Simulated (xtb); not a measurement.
H$_{2}$Be, triplet, geometry from GFN2-xTB (such geometries of metal compounds can be far from the true shape) (a higher spin typed on purpose: for a closed-shell molecule this is an excited state); GFN2-xTB (xtb).

Here is a job for xtb.
```
$ xtb mol.xyz --gfn 2 --uhf 2 --etemp 3000 --json

# file mol.xyz
3

Be    -0.05315013     0.26940729     0.24031424
H      0.48591557    -1.04044807     0.16569329
H     -0.27331505    -0.03718111    -1.12695024
```

What the program printed (banner, timings and long lists left out):

```
   ID    Z sym.   atoms
    1    4 Be     1
    2    1 H      2, 3

           -------------------------------------------------
          |                Calculation Setup                |
           -------------------------------------------------

           -------------------------------------------------
          |                 G F N 2 - x T B                 |
           -------------------------------------------------

          ...................................................
          :                      SETUP                      :
          :.................................................:
          :  # basis functions                   6          :
          :  # atomic orbitals                   6          :
          :  # shells                            4          :
          :  # electrons                         4          :
          :  max. iterations                   250          :
          :  Hamiltonian                  GFN2-xTB          :
          :  restarted?                      false          :
          :  GBSA solvation                  false          :
          :  PC potential                    false          :
          :  electronic temp.         3000.0000000     K    :
          :  accuracy                    1.0000000          :
          :  -> integral cutoff          0.2500000E+02      :
          :  -> integral neglect         0.1000000E-07      :
          :  -> SCF convergence          0.1000000E-05 Eh   :
          :  -> wf. convergence          0.1000000E-03 e    :
          :  Broyden damping             0.4000000          :
          :  net charge                          0          :
          :  unpaired electrons                  2          :
          ...................................................

 iter      E             dE          RMSdq      gap      omega  full diag
   1     -1.3491833 -0.134918E+01  0.179E+01    1.26       0.0  T
   2     -1.4881035 -0.138920E+00  0.830E+00    2.62       1.0  T
   3     -1.5283253 -0.402217E-01  0.681E+00    2.08       1.0  T
   4     -1.5236090  0.471628E-02  0.220E+00    2.46       1.0  T
   5     -1.5316257 -0.801671E-02  0.290E-01    2.54       1.0  T
   6     -1.5317642 -0.138506E-03  0.147E-01    2.53       1.0  T
   7     -1.5318030 -0.387886E-04  0.214E-02    2.53       2.7  T
   8     -1.5318037 -0.669727E-06  0.101E-02    2.53       5.7  T
   9     -1.5318039 -0.196324E-06  0.721E-04    2.53      80.1  T
[...]
         :: total energy              -1.525405759108 Eh    ::
[...]
         2        1.0126           -0.3353192              -9.1245
         3        0.9925           -0.1965180              -5.3475 (HOMO)
         4        0.0075           -0.1036194              -2.8196 (LUMO)
         5                          0.1479591               4.0262
         6                          0.6423724              17.4798
      -------------------------------------------------------------
                  HL-Gap            0.0928986 Eh            2.5279 eV
             Fermi-level           -0.2634153 Eh           -7.1679 eV

     #   Z          covCN         q      C6AA      α(0)
     1   4 Be       1.694     0.359    15.689     9.255
     2   1 H        0.847    -0.180     9.464     4.821
     3   1 H        0.847    -0.180     9.464     4.821

 Mol. C6AA /au·bohr⁶  :         96.502215
 Mol. C8AA /au·bohr⁸  :       2153.583288
 Mol. α(0) /au        :         18.897640

Wiberg/Mayer (AO) data.
largest (>0.10) Wiberg bond orders for each atom

 ---------------------------------------------------------------------------
     #   Z sym  total        # sym  WBO       # sym  WBO       # sym  WBO
 ---------------------------------------------------------------------------
     1   4 Be   0.998 --     2 H    0.499     3 H    0.499
     2   1 H    0.785 --     1 Be   0.499     3 H    0.286
     3   1 H    0.785 --     1 Be   0.499     2 H    0.286
 ---------------------------------------------------------------------------

Topologies differ in total number of bonds
Writing topology from bond orders to xtbtopo.mol

molecular dipole:
                 x           y           z       tot (Debye)
 q only:       -0.108       0.548       0.489
   full:       -0.002       0.009       0.008       0.032
molecular quadrupole (traceless):
                xx          xy          yy          xz          yz          zz
 q only:        0.484       0.449      -0.125      -0.398       0.250      -0.359
  q+dip:        0.537       0.309      -0.275      -0.075      -0.396      -0.262
   full:        2.048       1.181      -1.046      -0.293      -1.497      -1.002

           -------------------------------------------------
          | TOTAL ENERGY               -1.525405759108 Eh   |
          | GRADIENT NORM               0.001077802915 Eh/α |
          | HOMO-LUMO GAP               2.527898546543 eV   |
           -------------------------------------------------

normal termination of xtb
```
